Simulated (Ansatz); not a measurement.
`CB([SiH3])CF`, relaxed with RKS PBE-D4/def2-SVP in Ansatz 0.2.0 from a rough embedded geometry. The force threshold is 0.03 eV/Å; the program also tests the step.

Charge 0, multiplicity 1.

Start:

```xyz
13

C    -0.080   -0.309    1.618
B     0.039   -0.121    0.082
Si   -0.300    1.628   -0.628
C     0.458   -1.290   -0.966
F    -0.551   -1.539   -1.796
H    -0.836   -1.164    1.834
H    -0.367    0.575    2.139
H     0.917   -0.711    1.992
H    -1.733    2.027   -0.349
H    -0.160    1.613   -2.121
H     0.605    2.607   -0.062
H     0.622   -2.234   -0.331
H     1.386   -1.082   -1.411
```

| step | energy (eV) | largest force (eV/Å) | largest move (Å) |
| --- | --- | --- | --- |
| 1 | -13456.2484 | 4.795 | 0.000 |
| 2 | -13456.7688 | 1.480 | 0.179 |
| 3 | -13456.8581 | 0.451 | 0.194 |
| 4 | -13456.8932 | 0.578 | 0.164 |
| 5 | -13456.9460 | 0.371 | 0.200 |
| 6 | -13456.9735 | 0.357 | 0.200 |
| 7 | -13456.9944 | 0.281 | 0.200 |
| 8 | -13456.9992 | 0.195 | 0.104 |
| 9 | -13457.0043 | 0.039 | 0.079 |
| 10 (rejected) | -13457.0027 | 0.277 | 0.081 |
| 11 | -13457.0052 | 0.077 | 0.040 |
| 12 | -13457.0068 | 0.101 | 0.098 |
| 13 | -13457.0081 | 0.080 | 0.036 |
| 14 | -13457.0118 | 0.220 | 0.199 |
| 15 | -13457.0151 | 0.198 | 0.065 |
| 16 | -13457.0210 | 0.215 | 0.136 |
| 17 | -13457.0257 | 0.269 | 0.137 |
| 18 | -13457.0315 | 0.209 | 0.075 |
| 19 | -13457.0377 | 0.124 | 0.127 |
| 20 | -13457.0418 | 0.126 | 0.162 |
| 21 | -13457.0440 | 0.068 | 0.049 |
| 22 | -13457.0448 | 0.021 | 0.053 |
| 23 | -13457.0451 | 0.020 | 0.047 |

End:

```xyz
13

C     0.368   -0.312    1.649
B     0.072   -0.140    0.119
Si   -0.592    1.593   -0.716
C     0.271   -1.347   -0.861
F    -0.058   -1.099   -2.193
H    -0.588   -0.156    2.202
H     1.027    0.502    2.022
H     0.789   -1.291    1.957
H    -1.932    1.379   -1.375
H     0.368    2.060   -1.784
H    -0.747    2.718    0.280
H    -0.317   -2.228   -0.496
H     1.340   -1.678   -0.803
```

It took 31 s on 4 threads of an Arm Neoverse V1 on a shared host, with 0.16 GiB of host memory at the peak.
